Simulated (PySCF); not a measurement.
# Correlation energy of Ni⁻ (nickel, charge -1)

[Ar] 3d9 4s2, 2D determinant. Calculation: PySCF 2.14, in x2c-TZVPPall with one added diffuse shell each of s, p, d, f type (7s6p5d3f1g, 80 functions); the spin-free X2C one-electron Hamiltonian (Gaussian nucleus). Frozen: [Ne]; 19 electrons correlated.

MP2 pair energies summed by pair of shells (mhartree):

```
 pair   energy  share (%)
3d-3d  -384.13       48.0
3p-3d  -227.55       28.4
3p-3p   -53.92        6.7
3s-3d   -47.18        5.9
3d-4s   -36.08        4.5
3s-3p   -25.92        3.2
4s-4s   -17.78        2.2
3s-3s    -4.01        0.5
3p-4s    -3.78        0.5
3s-4s    -0.33        0.0
```

Total MP2 correlation energy: -800.69 mhartree.

Same-spin part -265.58 and opposite-spin part -535.11 mhartree; SCS-MP2 scales them by 1/3 and 6/5 to -730.66 mhartree.

This basis was not built for core-valence correlation, so the inner-shell part is incomplete.
